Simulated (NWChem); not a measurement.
BiH₃TeO₂; SMILES [OH][Bi]([OH])[TeH]

```xyz
7

Bi     0.0027     0.9559    -0.2476
O      1.4878     1.3135     1.1805
H      1.6967     0.4907     1.6444
O     -1.6171     1.2570     1.0359
H     -1.2967     1.2533     1.9487
Te    -0.0167    -1.9159     0.0051
H      1.2767    -2.0228    -1.0429
```
Atoms are numbered in this order, from 1.

Results from NWChem. Geometry: optimised at PBE0/def2-SVP. def2 effective core potentials on Te, Bi; no spin-orbit coupling.

What does the run give for OLYP/def2-SVP? Quantities: highest occupied level (eV); orbital gap (eV); dipole (D).


```yaml
highest occupied level (eV): -5.17
orbital gap (eV): 3.23
dipole (D): 1.48
```
